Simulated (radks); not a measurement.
Values are calculated unless marked as measured or tabulated.
Task: The mean radii <r> (bohr) of the occupied orbitals of an atom or ion are listed with their occupations. Level of theory: scalar-relativistic Kohn-Sham, BP86, spin-unpolarised, spherical densities, point nucleus (a radial shooting solver on a logarithmic mesh with Libxc functionals).

| orbital | occ. | <r> |
|---|---|---|
| 1s | 2 | 0.01834 |
| 2s | 2 | 0.07755 |
| 2p | 6 | 0.06943 |
| 3s | 2 | 0.2010 |
| 3p | 6 | 0.2013 |
| 3d | 10 | 0.1824 |
| 4s | 2 | 0.4495 |
| 4p | 6 | 0.4780 |
| 4d | 10 | 0.5113 |
| 5s | 2 | 1.063 |
| 5p | 6 | 1.236 |
| 4f | 14 | 0.6064 |
| 5d | 3 | 1.751 |

Name the element and its charge.

Result: Z = 74, tungsten, charge +3: W3+ in [Xe] 4f14 5d3. The 1s radius gives Z: for a bare nucleus <r> = (2 gamma + 1)/(2Z) with gamma = sqrt(1 - (Z/c)^2), 0.01813 bohr for Z = 74, and screening makes it slightly larger (0.01834 here). The occupations add up to 71, and the charge is Z minus that.
